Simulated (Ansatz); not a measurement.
Two members of one family (BnHm), computed with Ansatz in the gas phase. The two geometries come from different levels. Binding counts from free atoms in the multiplicity of their measured ground term, without zero-point energy. The structures are stationary points that may keep the symmetry of their start. Remarks come from the PBE and PBE0 runs and from stability tests at other levels; not every state was tested.

First: B6H2 (singlet, charge 0, PBE0-D4/def2-SVP geometry).

```csv
atom,x (Å),y (Å),z (Å)
B1,0.886,1.005,1.669
B2,-0.278,0.115,0.825
B3,-0.885,-1.005,-1.669
B4,-1.226,-0.692,-0.120
B5,1.227,0.692,0.120
B6,0.277,-0.115,-0.825
H7,1.110,1.468,2.746
H8,-1.109,-1.469,-2.746
```

```
            level  HOMO (eV)  LUMO (eV)  gap (eV)  binding per atom (eV)
  PBE-D4/def2-SVP      -6.24      -5.38      0.86                   4.38
PBE-D4/def2-TZVPD      -6.25      -5.38      0.86                   4.32
 B97M-V/def2-TZVP      -6.40      -5.09      1.30                   4.26
 PBE0-D4/def2-SVP      -7.20      -4.56      2.64                   4.30
PBE0-D4/def2-TZVP      -7.16      -4.53      2.63                   4.23
```

Remarks: restricted SCF unstable in HF.

Second: B5H3 (singlet, charge 0, PBE-D4/def2-SVP geometry).

Cartesian coordinates in Å:
```
B 0.369 -0.391 -0.234
B -0.534 0.901 0.441
B -0.601 -1.799 -0.390
B -1.268 -0.511 0.212
B 1.213 0.898 -0.074
H -0.389 -2.908 -0.803
H 1.994 1.808 -0.015
H -0.785 2.003 0.863
```

What does the change do? Estimate second minus first.


| level | Δ HOMO (eV) | Δ LUMO (eV) | Δ gap (eV) | Δ binding per atom (eV) |
| --- | --- | --- | --- | --- |
| PBE-D4/def2-SVP | -0.10 | 1.16 | 1.25 | -0.20 |
| PBE-D4/def2-TZVPD | -0.12 | 1.14 | 1.26 | -0.19 |
| B97M-V/def2-TZVP | -0.16 | 1.17 | 1.34 | -0.18 |
| PBE0-D4/def2-SVP | -0.19 | 1.19 | 1.38 | -0.19 |
| PBE0-D4/def2-TZVP | -0.21 | 1.18 | 1.39 | -0.18 |
